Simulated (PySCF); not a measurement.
AgI, SMILES [Ag][I], multiplicity 1. Geometry: PBE0-D3(BJ)/def2-TZVP. The multiplicity is an assumed one; other spin states were not compared. The def2 effective core potentials stand for the cores of Ag, I; spin–orbit coupling is left out.

Computed with PBE0-D3(BJ)/def2-TZVP in PySCF 2.14.0.

Harmonic wavenumbers (cm⁻¹): 200. Rotational constants (GHz): 1.317 (linear); symmetry number 1.

Task: Work out the zero-point energy and the ideal-gas rigid-rotor harmonic-oscillator thermochemistry at 298.15 K and 1 atm.

Result: ZPE = ½ Σ hcν = ½ × 200 cm⁻¹ = 1.20 kJ/mol. H − E(el) = 11.35 kJ/mol. Entropy in J/(mol K): translation 176.82, rotation 78.64, vibration 8.92, total 264.39. G − E(el) = -67.48 kJ/mol. Cp = 36.80 J/(mol K).
